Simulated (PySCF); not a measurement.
## Spinor energies of Sn³⁵⁺ (tin, charge +35)

Start: [Ne] 3s2 3p3; 3p1/2 filled at m_j = -1/2, +1/2; 3p3/2 filled at m_j = +3/2. Calculated with PySCF 2.14 in an even-tempered Gaussian basis (19 s from 6.6 bohr⁻², ratio 2.4; 14 p from 8.6 bohr⁻², ratio 2.4; 4 d from 32 bohr⁻², ratio 2.6; 4 f from 48 bohr⁻², ratio 2.6): generalised Hartree-Fock with the X2C-1e Hamiltonian and a Gaussian nucleus; one run each with spin-orbit coupling (SO) switched off, then screened by Boettger's factors.

```csv
spinor shell,electrons,"ε, spin-free (eV)","ε, screened SO (eV)",weight of nominal j (screened SO),"rms radius, screened SO (bohr)"
1s1/2,2,-31340.8,-31335.8,1.000,0.0333
2s1/2,2,-6428.1,-6425.7,1.000,0.134
2p1/2,2,-5971.5,-6138.3,1.000,0.115
2p3/2,4,-5971.5,-5892.7,1.000,0.120
3s1/2,2,-2463.0,-2462.0,1.000,0.325
3p1/2,2,-2335.3,-2362.2,0.992,0.312
3p3/2,1,-2335.3,-2309.3,1.000,0.320
```

```
   quantity    spin-free  screened SO
E (hartree)  -5178.86681  -5181.72921
        M_J          3/2          3/2
       ⟨J²⟩        3.750        3.751
       ⟨L²⟩        0.000        2.145
       ⟨S²⟩        3.750        1.717
```

Each row is a mean over spinors that exchange with the open shell spreads, by up to 23.564 eV (3s1/2).

Breit and QED terms are absent; they matter most for the inner s and p1/2 levels.

Densities and radii are taken from the X2C orbitals without a picture-change correction, which distorts them close to the nucleus.

Without spin-orbit coupling the j labels of p, d and f shells carry no meaning; the spin-free column gives the mean over the occupied spinors of each nl shell.
